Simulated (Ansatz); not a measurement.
Input and output for `[InH2][c]1ccccc1`.

```yaml
crystal:
  periodic: [false, false, false]
  atoms:
    - {symbol: In, position_ang: [-0.247066, -1.885313, 2.130120]}
    - {symbol: C, position_ang: [-0.057216, -0.485943, 0.570923]}
    - {symbol: C, position_ang: [-0.183182, -0.902019, -0.829005]}
    - {symbol: C, position_ang: [-0.041781, 0.004668, -1.812088]}
    - {symbol: C, position_ang: [0.175873, 1.347228, -1.564773]}
    - {symbol: C, position_ang: [0.333454, 1.825023, -0.311668]}
    - {symbol: C, position_ang: [0.225449, 0.887062, 0.839892]}
    - {symbol: H, position_ang: [-0.600667, -3.499965, 1.747570]}
    - {symbol: H, position_ang: [-0.037788, -1.263565, 3.749366]}
    - {symbol: H, position_ang: [-0.402786, -1.868624, -1.005461]}
    - {symbol: H, position_ang: [-0.171208, -0.318340, -2.841358]}
    - {symbol: H, position_ang: [0.248793, 2.054227, -2.352897]}
    - {symbol: H, position_ang: [0.554593, 2.825903, -0.054616]}
    - {symbol: H, position_ang: [0.275671, 1.212082, 1.813885]}
basis:
  gaussian: {orbitals: def2-SVPD}
total_charge: -1
magnetization: {spin_polarized: true, initial_magnetization: 1}
hamiltonian: {xc: {name: HF}}
correlation: {active_space: {window: {electrons: 6, orbitals: 2}}}
output: {forces: true}
```

```sh
$ ansatz run in.yaml --threads 4 --pin off --events-out ev --progress --plain --max-ram 11315MiB
```

Output, abridged:

```
Error: invalid value for `correlation.active_space`: it starts from restricted Hartree–Fock orbitals; set hamiltonian.xc: hf without magnetization.spin_polarized
```
